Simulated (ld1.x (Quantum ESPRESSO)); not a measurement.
Varying the TM potential for zinc (Zn)

Base potential:

```json
{
 "Element": "zinc",
 "Generator": "ld1.x (Quantum ESPRESSO) 7.5",
 "Type": "norm-conserving Troullier–Martins (Kleinman–Bylander form)",
 "Functional": "BP86",
 "Relativity": "scalar-relativistic",
 "Frozen core": "[Ar]",
 "Valence charge": "12",
 "Reference configuration": "3d10 4s2 4p0",
 "Partial waves": "4p (bound, empty): rc 2.95 bohr; 3d (bound): rc 1.05 bohr; 4s (bound): rc 1.60 bohr",
 "Local potential": "the s channel",
 "Core correction": "a·sin(br)/r model core, default radius (core density twice the valence density)"
}
```

All-electron outer shells of the reference configuration (BP86, scalar-relativistic, ld1.x):

```tsv
shell	level (eV)	outermost node (bohr)	outermost maximum (bohr)
3s	-129.34	0.28	0.59
3p	-83.52	0.25	0.59
3d	-10.29	–	0.57
4s	-6.16	0.85	2.09
4p	-1.20	0.92	3.04
```

Cutoffs, loose and tight: the cutoffs (Ry, on a coarse ladder) from which the occupation-weighted sum of valence levels, in a spherical-Bessel basis at the reference potential, stays within 10 and 1 mRy of its value at 400 Ry. They do not see the model core or the augmentation charge, which bear on the density cutoff. Test errors are all-electron minus pseudo excitation energies from the reference, over the configurations 3d10 4s1 4p0; 3d10 4s0 4p0; 3d9 4s0 4p0; 3d9 4s2 4p1; 3d10 4s1 4p1; 3d10 4s0 4p1; 3d9 4s2 4p0. A dash means not determined; rows that change the core or the reference have their own tests.

The default core radius of the base comes out at 0.33 bohr.

| change | outcome | cutoff, loose | cutoff, tight | bound ghosts | largest test error (meV) |
| --- | --- | --- | --- | --- | --- |
| base | generated | 230 Ry | over 300 Ry | none | -449 |
| core correction none | generated | 230 Ry | over 300 Ry | none | -416 |
| core correction a·sin(br)/r model core inside 0.52 bohr | generated | 230 Ry | over 300 Ry | none | -449 |
| core correction a·sin(br)/r model core inside 0.74 bohr | generated | 230 Ry | over 300 Ry | none | -448 |
| core correction a·sin(br)/r model core inside 0.90 bohr | generated | 230 Ry | over 300 Ry | none | -444 |
| core correction a·sin(br)/r model core inside 1.04 bohr | generated | 230 Ry | over 300 Ry | none | -440 |
| core correction a·sin(br)/r model core inside 1.20 bohr | generated | 230 Ry | over 300 Ry | none | -434 |
